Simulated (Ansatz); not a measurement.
Reaction (SMILES): Br[SiH](Br)Br -> Br[SiH]Br + Br atom (the Br-Si bond at the site shown breaks; other sites are not compared here)
Each molecule is optimised on its own at B3LYP-D3(BJ)/def2-TZVP (Ansatz, a first-principles code). Frequencies are from Ansatz.

Wanted: bond dissociation energy (enthalpy at 298 K, with B3LYP-D3(BJ) rigid-rotor harmonic-oscillator terms), in kcal/mol. Correlated levels leave the core frozen unless marked. UHF or UKS for open shells. No spin-orbit coupling. The frozen core is the preceding noble-gas configuration, with the filled d and f shells of earlier blocks. Non-relativistic. Basis-set limits of correlation are two-point, X^-3; Hartree-Fock from the larger set.

```tsv
level	program	bond dissociation energy (kcal/mol)
revPBE-D3(BJ)/def2-TZVPD	Ansatz + dftd3	(withheld)
B97M-V/def2-TZVPD	Ansatz	92.0
PBE0-D4/def2-TZVPD	Ansatz + dftd4	(withheld)
wB97M-V/def2-TZVPD	Ansatz	(withheld)
RPA@PBE/def2-TZVPP	Ansatz	81.2
SCS-MP2/def2-SVPD	Ansatz	87.1
CCSD(T)/CBS(def2-TZVPPD,def2-QZVPPD)	Ansatz	94.9
```

**Question.** Fill in the missing entries.

**Answer.** 
- revPBE-D3(BJ)/def2-TZVPD, bond dissociation energy (kcal/mol): 88.8
- PBE0-D4/def2-TZVPD, bond dissociation energy (kcal/mol): 92.3
- wB97M-V/def2-TZVPD, bond dissociation energy (kcal/mol): 93.7
